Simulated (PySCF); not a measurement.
Vertical excitations of a molecule C2H14Si4 from PySCF with TDA-LC-ωPBE/def2-SVPD, as energy in eV (oscillator strength): 7.73 (0.023), 8.03 (0.039), 8.26 (0.027), 8.32 (0.021), 8.44 (0.012), 8.50 (0.024). Lowest triplet (TDA): 7.26 eV. Geometry: ωB97X-D3(BJ)/def2-SVP. One conformer was computed; it need not be the lowest.

Task: Which structure fits?
A) [SiH3]C([SiH3])C([SiH3])[SiH3]
B) [SiH3]CC[SiH2][SiH2][SiH3]
C) C[Si@H]([SiH3])C[SiH2][SiH3]
D) C[SiH](C)[SiH2][SiH2][SiH3]

Result: A, [SiH3]C([SiH3])C([SiH3])[SiH3]
